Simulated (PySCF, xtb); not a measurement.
H7HfN3S, SMILES [NH2][Hf]([NH2])([NH2])[SH], multiplicity 1.

xtb with GFN2-xTB at its own geometry gives an orbital gap of 2.53 eV and a dipole moment of 4.70 D.

Coordinates come from a B3LYP-D3(BJ)/def2-SVP optimisation. The multiplicity is an assumed one; other spin states were not compared. The def2 effective core potentials stand for the cores of Hf; spin–orbit coupling is left out. One conformer was computed; it need not be the lowest.

Problem. What does PBE/def2-TZVP in PySCF give? (Estimate from the structure and the level; the computed values follow.)

Solution. gap 4.56 eV (levels -5.59 and -1.03 eV), dipole 2.81 D.
